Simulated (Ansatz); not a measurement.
Cost and result up the ladder for `Sc1ccc(-c2ccc(-c3ccc(S)s3)s2)s1` (25 atoms). Charge 0, multiplicity 1. Geometry: PBE-D4/def2-SVP.

```xyz
25

S     3.284    2.621   -5.421
C     2.128    1.971   -4.258
C     0.762    1.753   -4.378
C     0.187    1.208   -3.198
C     1.101    1.005   -2.167
C     0.891    0.478   -0.841
C     1.812    0.275    0.187
C     1.238   -0.266    1.363
C    -0.136   -0.490    1.261
C    -1.051   -1.023    2.239
C    -2.423   -1.250    2.146
C    -3.001   -1.793    3.325
C    -2.071   -1.986    4.338
S    -2.411   -2.638    5.940
S    -0.475   -1.498    3.832
S    -0.711   -0.015   -0.326
S     2.708    1.501   -2.680
H     2.361    2.804   -6.405
H     0.194    1.981   -5.291
H    -0.881    0.967   -3.097
H     2.879    0.516    0.082
H     1.808   -0.493    2.274
H    -2.996   -1.025    1.235
H    -4.066   -2.036    3.434
H    -1.133   -2.565    6.406
```

Ansatz on 2 threads of AMD EPYC 7R13 on a shared host and a share (18 GiB) of an NVIDIA H100 80GB HBM3. Times are rough, and most runs start from the orbitals of an earlier one. ωB97M-V/def2-TZVP serves as the yardstick here, not as an exact answer. Differences are given only for rows in sets of like size (and for xTB, whose basis is part of the method), since another set adds its own error. Binding counts from free atoms at the same level (S triplet, C triplet, H doublet; other spins of the atoms weren't run), without zero-point energy or a counterpoise term.

B3LYP takes the VWN-RPA correlation. Correlated methods freeze 37 core orbitals. The rows differ in basis, and correlated rows in double-zeta sets carry the largest basis error. Single mean-field runs in def2-TZVP are fitted with def2-universal-jkfit.

Run but left out: HF/6-31G (restricted singlet, unstable in another Hartree–Fock run and untested here).

Correlated methods converge slowly with the basis, most of all in double-zeta sets.

```csv
level,functions,wall time
PBE0-D4/def2-SVP,298,4.6 s
B3LYP-D4/6-31G,189,8 s
PBE-D4/def2-SVP,298,9.5 s
r2SCAN0-D4/def2-TZVP,605,9.5 s
r2SCAN-D4/def2-TZVP,605,11 s
PBE0-D4/def2-TZVP,605,12 s
ωB97M-V/def2-TZVP,605,12 s
MP2/def2-TZVP,605,13 s
PBE-D4/def2-TZVP (with forces),605,13 s
ωB97X-V/def2-TZVP (with forces),605,16 s
CCSD(T)/def2-SVP,298,25 s
```

(1) Estimate what each level gives for the binding energy per atom (eV).

Results:

(1) 
```
                          level  binding energy per atom (eV)  difference from ωB97M-V/def2-TZVP (eV)                  remarks
               PBE0-D4/def2-SVP                          4.97                                       –                        –
                 B3LYP-D4/6-31G                          4.51                                       –                        –
                PBE-D4/def2-SVP                          5.11                                       –                        –
           r2SCAN0-D4/def2-TZVP                          4.76                                   -0.06                        –
            r2SCAN-D4/def2-TZVP                          4.87                                    0.05                        –
              PBE0-D4/def2-TZVP                          4.92                                    0.10                        –
              ωB97M-V/def2-TZVP                          4.82                                    0.00                        –
                  MP2/def2-TZVP                          4.82                                    0.01  restricted SCF unstable
 PBE-D4/def2-TZVP (with forces)                          5.06                                    0.24                        –
ωB97X-V/def2-TZVP (with forces)                          4.81                                   -0.01                        –
               CCSD(T)/def2-SVP                          4.56                                       –  restricted SCF unstable
```
